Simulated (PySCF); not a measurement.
A structure optimised at PBE-D3(BJ)/def2-SVP, used in a PySCF frequency run:

```
B
C 1 1.5622
H 2 1.1077 1 112.97
H 2 1.1077 3 110.12 1 -127.34
H 2 1.1151 3 106.59 4 -115.24
I 1 2.1455 2 120.71 3 -154.13
I 1 2.1455 2 120.71 3 28.30
```
Charge 0, spin multiplicity 1.

Problem. Write its SMILES, formula and point group.

Solution. CB(I)I, CH3BI2, Cs

Problem. What are its rotational constants (standard atomic weights)?

Solution. 4.2965, 0.58324, 0.51519 GHz
